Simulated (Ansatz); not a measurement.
Program: Ansatz. Geometries: PBE0-D4/def2-TZVP. ΔE: electronic, gas phase. CCSD(T)/CBS adds triple-zeta CCSD(T) − MP2 to the extrapolated MP2 energy (def2 sets, frozen cores). This one scheme is used for every species. Functionals use def2-TZVPP. B3LYP here is the variant with VWN-RPA as its local correlation; programs differ in this. Each species was taken in one conformer, which may not be the lowest.

Consider the ligand exchange at the Si–C bond: `O[Si@H](F)C[Si@H](O)F` + CH₃SH → `CS[SiH](O)F` + `C[SiH](O)F`.

```
             level  ΔE (kJ/mol)  difference from CCSD(T)/CBS
            PBE-D4        -40.0                         -2.8
           PBE0-D4        -38.3                         -1.1
           ωB97X-V        -35.9                          1.3
            B2PLYP        -39.6                         -2.4
               PBE        -42.4                         -5.2
            r2SCAN        -41.0                         -3.8
              PBE0        -40.6                         -3.4
             B3LYP        -41.2                         -4.0
     HF/def2-TZVPP        -41.6                         -4.4
    MP2/def2-TZVPP        -37.3                         -0.1
CCSD(T)/def2-TZVPP        -33.5                          3.7
     HF/def2-QZVPP        -41.8                         -4.6
    MP2/def2-QZVPP        -39.4                         -2.2
SCS-MP2/def2-QZVPP        -39.2                         -2.0
      HF/CBS(def2)        -41.9                         -4.7
     MP2/CBS(def2)        -40.9                         -3.7
       CCSD(T)/CBS        -37.2                            0
```

Largest T1 diagnostic among the species: 0.012.

The D4 term adds +3.7 kJ/mol with B3LYP and +2.2 kJ/mol with PBE0; it sums over pairs of atoms, weighted by their polarisabilities, and B3LYP, whose exchange is more repulsive, gets the larger term. In def2-TZVPP, CCSD(T) changes the Hartree–Fock value by +8.1 kJ/mol (the triples alone add −0.1 kJ/mol) and MP2 by +4.4 kJ/mol.
